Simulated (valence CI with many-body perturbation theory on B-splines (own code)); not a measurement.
# Ce44+: calculated level list

Level of theory: relativistic CI+MBPT: four valence electrons over a frozen Dirac-Fock core [Ne], a basis of 11 s, 11 p, 10 d, 8 f, 5 g, 2 h functions for each j, with the one-electron correlation potential Σ1, the two-electron term Σ2, the three-electron term Σ3, Breit, model QED; selected CI, second order for the rest, scaled by the run's own slope (own B-spline code, finite nucleus).

The last digits are not significant, and no measured levels were compared; by estimate large intervals hold to a few tenths of a per cent, small ones and those within an open d or f shell to about a per cent. Among the levels kept, up to 550 cm⁻¹ of a level comes from second order outside the variational space, and about a tenth of that is noise between levels of different J, which matters for small intervals.

Levels 91 to 135 of 171, with energies above the lowest level, (3s^2 3p1/2^2) J=0. "Leading %" is the weight of the configuration and term that name the level; weights of strongly mixed levels are sums over their largest components and can fall short. In the jj column 3d3/2^4 stands for four electrons in 3d with j = 3/2. Lifetimes count E1, E2, E3, M1 and M2 decay at the calculated energies, and are blank where another channel may lead or the interval is too uncertain; long ones can be off by a factor of two.

```tsv
No.	Configuration	Term	J	E (eV)	Leading %	Lifetime	Leading jj
91	3s 3p2 3d	3D	3	652.93	34	1.39 ps	3s 3p3/2^2 3d3/2 (52 %)
92	3s 3p2 3d	3D	1	654.30	49	925 fs	3s 3p3/2^2 3d3/2 (73 %)
93	3s 3p 3d2	5G°	3	656.21	47	6.36 ps	3s 3p1/2 3d3/2^2 (78 %)
94	3p3 3d	3F°	4	657.41	41	4.55 ps	3p1/2^2 3p3/2 3d5/2 (89 %)
95	3s 3p2 3d	3F	2	657.41	26	795 fs	3s 3p3/2^2 3d3/2 (78 %)
96	3p3 3d	3D°	2	661.10	33	3.96 ps	3p1/2^2 3p3/2 3d5/2 (80 %)
97	3s 3p2 3d	3D	3	662.40	79	1.66 ps	3s 3p3/2^2 3d5/2 (90 %)
98	3s2 3d2	1S	0	663.83	48	1.58 ps	3s^2 3d5/2^2 (55 %)
99	3s 3p2 3d	3F	4	664.48	60	1.52 ps	3s 3p3/2^2 3d5/2 (91 %)
100	3p3 3d	3D°	3	669.52	16	4.28 ps	3p1/2^2 3p3/2 3d5/2 (61 %)
101	3s 3p2 3d	1D	2	671.06	56	2.25 ps	3s 3p3/2^2 3d5/2 (79 %)
102	3s 3p 3d2	5D°	0	674.16	70	1.89 ps	3s 3p1/2 3d3/2^2 (75 %)
103	3s 3p2 3d	3P	2	674.88	24	1.46 ps	3s 3p3/2^2 3d5/2 (80 %)
104	3s 3p2 3d	3D	3	676.19	43	1.31 ps	3s 3p3/2^2 3d5/2 (83 %)
105	3s 3p 3d2	5F°	1	677.53	55	1.41 ps	3s 3p1/2 3d3/2^2 (76 %)
106	3s 3p 3d2	5D°	1	678.71	27	4.44 ps	3p1/2^2 3p3/2 3d5/2 (46 %)
107	3s 3p 3d2	5F°	2	679.13	36	2.26 ps	3s 3p1/2 3d3/2 3d5/2 (56 %)
108	3s 3p 3d2	5G°	3	679.93	21	4.94 ps	3s 3p1/2 3d3/2 3d5/2 (72 %)
109	3s 3p 3d2	5G°	4	680.56	55	9.21 ps	3s 3p1/2 3d3/2 3d5/2 (90 %)
110	3s 3p 3d2	5D°	1	681.74	29	2.18 ps	3s 3p1/2 3d3/2^2 (75 %)
111	3s 3p2 3d	3P	1	684.16	41	1.11 ps	3s 3p3/2^2 3d5/2 (87 %)
112	3s 3p 3d2	5D°	2	686.79	29	1.67 ps	3s 3p1/2 3d3/2 3d5/2 (47 %)
113	3s 3p 3d2	5P°	1	688.36	40	3.39 ps	3s 3p1/2 3d3/2 3d5/2 (64 %)
114	3s 3p2 3d	1D	2	694.89	48	983 fs	3s 3p3/2^2 3d5/2 (85 %)
115	3s 3p 3d2	3G°	5	694.90	36	7.82 ps	3s 3p1/2 3d3/2 3d5/2 (84 %)
116	3s 3p 3d2	3G°	3	696.25	40	4.62 ps	3s 3p1/2 3d3/2 3d5/2 (83 %)
117	3s 3p 3d2	3H°	4	697.21	41	6.18 ps	3s 3p1/2 3d3/2 3d5/2 (86 %)
118	3s 3p 3d2	3F°	2	698.43	22	4.43 ps	3s 3p1/2 3d3/2 3d5/2 (73 %)
119	3s 3p 3d2	1S°	0	702.19	30	4.06 ps	3s 3p1/2 3d3/2 3d5/2 (60 %)
120	3s 3p 3d2	3D°	1	702.27	46	3.14 ps	3s 3p1/2 3d3/2 3d5/2 (55 %)
121	3s 3p 3d2	5D°	3	707.05	34	1.66 ps	3s 3p1/2 3d3/2 3d5/2 (83 %)
122	3s 3p 3d2	5D°	4	708.25	50	2.51 ps	3s 3p1/2 3d3/2 3d5/2 (51 %)
123	3s 3p 3d2	5D°	2	712.37	26	1.46 ps	3s 3p1/2 3d3/2 3d5/2 (87 %)
124	3s 3p 3d2	3F°	2	718.65	20	1.45 ps	3s 3p1/2 3d3/2 3d5/2 (64 %)
125	3s 3p 3d2	3F°	4	719.31	40	3.25 ps	3s 3p1/2 3d5/2^2 (52 %)
126	3s 3p 3d2	3G°	3	719.51	33	1.91 ps	3s 3p1/2 3d3/2 3d5/2 (78 %)
127	3s 3p 3d2	3D°	1	722.69	33	1.43 ps	3s 3p1/2 3d3/2 3d5/2 (68 %)
128	3s 3p 3d2	5G°	5	724.41	27	7.12 ps	3s 3p1/2 3d5/2^2 (79 %)
129	3s 3p 3d2	3D°	2	725.24	23	3.60 ps	3s 3p1/2 3d5/2^2 (83 %)
130	3s 3p 3d2	3H°	4	732.87	23	4.23 ps	3s 3p1/2 3d5/2^2 (65 %)
131	3s 3p 3d2	3F°	3	733.00	24	3.58 ps	3s 3p1/2 3d5/2^2 (69 %)
132	3p3 3d	3F°	2	733.59	45	2.02 ps	3p1/2 3p3/2^2 3d3/2 (77 %)
133	3s 3p 3d2	3G°	3	733.80	14	3.67 ps	3s 3p1/2 3d5/2^2 (65 %)
134	3p4	3P	0	735.61	49	678 fs	3p3/2^4 (81 %)
135	3s 3p 3d2	3D°	2	738.73	19	3.06 ps	3s 3p1/2 3d5/2^2 (62 %)
```

Where two levels of one J and parity lie close, their mixing, g and order are uncertain.
